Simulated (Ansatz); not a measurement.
`[Cl][Al]1[CH2][NH]1` + H₂O → `[OH][Al]1[CH2][NH]1` + HCl at 500 K and 1 bar (formal hydrolysis of the Al–Cl bond).

Isolated molecules relaxed with PBE0-D4/def2-TZVP in Ansatz; ΔE leaves out vibrations. CCSD(T)/CBS is the MP2 limit (def2-TZVPP, def2-QZVPP) plus CCSD(T) − MP2 in def2-TZVPP, frozen cores. This one scheme is used for every species. Each species was taken in one conformer, which may not be the lowest.

```csv
species,CCSD(T)/CBS energy (Eh),H − E (kJ/mol),S (J/(mol·K))
`[Cl][Al]1[CH2][NH]1`,-796.37854,147.3,351.2
H₂O,-76.37941,73.2,206.3
`[OH][Al]1[CH2][NH]1`,-412.36430,181.5,354.6
HCl,-460.38127,32.5,201.9
```

H − E and S are ideal-gas, rigid-rotor, harmonic terms from PBE0-D4/def2-TZVP, for one conformer and one mirror image of each species. 1 Eh = 2625.50 kJ/mol, R = 8.31446 J/(mol·K).

Question: By hand: ΔE, ΔH, ΔS and ΔG.

Answer: ΔE = (-412.36430) + (-460.38127) − (-796.37854) − (-76.37941) = 0.01238 Eh = 32.5 kJ/mol. Δ(H − E) = 181.5 + 32.5 − 147.3 − 73.2 = -6.5, so ΔH = 26.0 kJ/mol. ΔS = 354.6 + 201.9 − 351.2 − 206.3 = -1.0 J/(mol·K). ΔG = 26.0 − 500 × (-1.0)/1000 = 26.5 kJ/mol.

Question: By hand: the equilibrium constant, and the temperature at which ΔG would vanish if ΔH and ΔS stayed fixed.

Answer: log₁₀ K = −ΔG/(RT ln 10) = -2.8. ΔH and −TΔS have one sign here, so there is no such temperature.

The number of gas molecules stays the same, so ΔS is small and ΔH decides. A doubt of 5 kJ/mol in ΔE shifts log₁₀ K by 0.5 here. Other conformers and mirror images would add mixing entropy, several J/(mol·K) or more a flexible species. These are equilibria of isolated gas molecules and say nothing of rates. Largest T1 diagnostic: 0.013 (customary marks: 0.02 for closed shells, 0.045 for open ones).

ΔS is within the doubt of such terms, so its sign, and with it that verdict, could turn.
